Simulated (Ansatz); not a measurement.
CH₄AlIS. Total charge 0; spin multiplicity 1. I: def2 effective core potential. The bonds changed during the relaxation, so this is another structure than the one it started from.

```xyz
8

S    -0.217   -0.698    1.430
C     1.013    0.047    0.251
Al   -0.446   -0.233   -1.000
I    -2.048    1.658   -1.281
H    -0.932    0.420    1.647
H     1.363    1.005    0.623
H     1.835   -0.668    0.211
H    -0.568   -1.531   -1.881
```

**Question.** What are the harmonic wavenumbers in cm⁻¹ at PBE0-D4/def2-TZVP (Ansatz, finite differences of forces, unscaled)? (An estimate is asked.)

**Answer.** The calculation gave: 85, 139, 215, 321, 357, 474, 529, 606, 676, 700, 812, 1030, 1112, 1399, 1968, 2694, 3111, 3196.

**Question.** Is this a minimum?

**Answer.** Yes, all 18 modes are real.

**Question.** Give the ideal-gas thermochemistry at 298.15 K and 1 bar (rigid rotor, harmonic oscillator; point group C1, symmetry number 1).

**Answer.** Zero-point energy 116.2 kJ/mol; H(298) − E = 135.8 kJ/mol; entropy 352.6 J/(mol·K), of which translation 175.1, rotation 119.9, vibration 57.7; G(298) − E = 30.7 kJ/mol. Modes under 100 cm⁻¹ are hindered rotations or soft bends, so the harmonic entropy is rough.
